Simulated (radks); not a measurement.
Results of a calculation; reference values are marked as such.
Task: The mean radii <r> (bohr) of the occupied orbitals of an atom or ion are listed with their occupations. Level of theory: scalar-relativistic Kohn-Sham, LDA (Slater exchange, VWN5 correlation), spin-polarised, spherical densities, finite nucleus; Fermi nuclear charge, rms radius of each element as measured or else 0.836 A^(1/3) + 0.57 fm (a radial shooting solver on a logarithmic mesh with Libxc functionals).

| orbital | occ. | <r> |
|---|---|---|
| 1s up | 1 | 0.02190 |
| 1s down | 1 | 0.02189 |
| 2s up | 1 | 0.09119 |
| 2s down | 1 | 0.09125 |
| 2p up | 3 | 0.08003 |
| 2p down | 2 | 0.08010 |

Name the element and its charge. Open shells, if any, are filled with parallel spins first.

Result: Z = 64, gadolinium, charge +55: Gd55+ in [He] 2s2 2p5. The 1s radius gives Z: for a bare nucleus <r> = (2 gamma + 1)/(2Z) with gamma = sqrt(1 - (Z/c)^2), 0.02163 bohr for Z = 64, and screening makes it slightly larger (0.02190 here). The occupations add up to 9, and the charge is Z minus that.
